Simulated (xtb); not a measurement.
H₃Si (SMILES [SiH3]), doublet, at a GFN2-xTB geometry; GFN0-xTB with ALPB(acetone) (xtb 6.7.1).

Here is a job for xtb.
```
$ xtb mol.xyz --gfn 0 --uhf 1 --alpb acetone --json

# file mol.xyz
4

Si     0.00172380     0.00046639     0.05606838
H     -0.01025152     1.41163100    -0.27334508
H      1.21691602    -0.70748096    -0.29344641
H     -1.23079768    -0.71067955    -0.21816587
```

Q: What does xtb print? Leave out banner, timings and long lists.

A: 
```
   ID    Z sym.   atoms
    1   14 Si     1
    2    1 H      2-4

           -------------------------------------------------
          |                Calculation Setup                |
           -------------------------------------------------

           -------------------------------------------------
          |                 G F N 0 - x T B                 |
           -------------------------------------------------

      * Solvation model:               ALPB
        Solvent                        acetone
        Parameter file                 internal GFN-FF/ALPB
        Dielectric constant                2.0700E+01
        Reference state                gsolv [1 M gas/solution]
        Free energy shift                  6.0874E-03 Eh       3.8199E+00 kcal/mol
        Temperature                        2.9815E+02 K
        Density                            7.9000E-01 kg/L
        Solvent mass                       5.8080E+01 g/mol
        Interaction kernel             P16
        Born radius scaling (c1)           2.0623E+00
        Born radii integrator          GBOBC
        Born offset                        0.0000E+00 a0       0.0000E+00 AA
        H-bond correction              true
        Ion screening                  false
        Surface tension                    1.0000E-05 Eh       1.5569E+01 dyn/cm
        Grid points                               230 per atom

          ...................................................
          :                      SETUP                      :
          :.................................................:
          :  # basis functions                  16          :
          :  # atomic orbitals                  15          :
          :  # shells                            9          :
          :  # electrons                         7          :
          :  electronic temp.          300.0000000     K    :
          :  accuracy                    1.0000000          :
          :  -> integral cutoff          0.2500000E+02      :
          :  -> integral neglect         0.1000000E-07      :
          ...................................................

         :::::::::::::::::::::::::::::::::::::::::::::::::::::
         ::                     SUMMARY                     ::
         :::::::::::::::::::::::::::::::::::::::::::::::::::::
         :: total energy              -3.449700459749 Eh    ::
         :: total w/o Gsasa/hb        -3.451356828946 Eh    ::
         :: gradient norm              0.009551329618 Eh/a0 ::
         :: HOMO-LUMO gap              2.353516806272 eV    ::
         ::.................................................::
         :: H0 energy                 -3.453919121306 Eh    ::
         :: repulsion energy           0.034593385325 Eh    ::
         :: electrostat energy        -0.029998579175 Eh    ::
         :: -> Gsolv                   0.000000000000 Eh    ::
         ::    -> Gsasa               -0.004431053458 Eh    ::
         ::    -> Gshift               0.006087422655 Eh    ::
         :: dispersion energy         -0.000376144593 Eh    ::
         :: short-range corr.          0.000000000000 Eh    ::
         :: add. restraining           0.000000000000 Eh    ::
         :: total charge              -0.000000000000 e     ::
         :::::::::::::::::::::::::::::::::::::::::::::::::::::

           -------------------------------------------------
          |                Property Printout                |
           -------------------------------------------------

    * Orbital Energies and Occupations

         #    Occupation            Energy/Eh            Energy/eV
      -------------------------------------------------------------
         1        2.0000           -0.6150462             -16.7363
         2        2.0000           -0.4775452             -12.9947
         3        2.0000           -0.4775452             -12.9947
         4        1.0000           -0.3136460              -8.5347 (HOMO)
         5                         -0.2271558              -6.1812 (LUMO)
         6                         -0.2271558              -6.1812
         7                         -0.1870579              -5.0901
         8                         -0.1037878              -2.8242
         9                         -0.1037878              -2.8242
        10                         -0.1018422              -2.7713
        11                         -0.1018422              -2.7713
        12                         -0.0227545              -0.6192
        13                          0.6748888              18.3647
        14                          0.6748889              18.3647
        15                          0.8043502              21.8875
      -------------------------------------------------------------
                  HL-Gap            0.0864902 Eh            2.3535 eV
             Fermi-level            0.0000000 Eh            0.0000 eV

     #   Z          covCN         q      C6AA      α(0)
     1  14 Si       2.766     0.462   200.789    30.372
     2   1 H        0.922    -0.154     7.893     4.394
     3   1 H        0.922    -0.154     7.893     4.394
     4   1 H        0.922    -0.154     7.893     4.394

 Mol. C6AA /au·bohr⁶  :        502.418705
 Mol. C8AA /au·bohr⁸  :      22001.079253
 Mol. α(0) /au        :         43.552976

Wiberg/Mayer (AO) data.
largest (>0.10) Wiberg bond orders for each atom

 ---------------------------------------------------------------------------
     #   Z sym  total        # sym  WBO       # sym  WBO       # sym  WBO
 ---------------------------------------------------------------------------
     1  14 Si   2.766 --     2 H    0.922     3 H    0.922     4 H    0.922
     2   1 H    0.938 --     1 Si   0.922
     3   1 H    0.938 --     1 Si   0.922
     4   1 H    0.938 --     1 Si   0.922
 ---------------------------------------------------------------------------

Topologies differ in total number of bonds
Writing topology from bond orders to xtbtopo.mol

 dipole moment from electron density (au)
     X       Y       Z
   0.0128   0.0035   0.4179  total (Debye):    1.063

           -------------------------------------------------
          | TOTAL ENERGY               -3.449700459749 Eh   |
          | GRADIENT NORM               0.009551329618 Eh/α |
          | HOMO-LUMO GAP               2.353516806272 eV   |
           -------------------------------------------------

normal termination of xtb
```
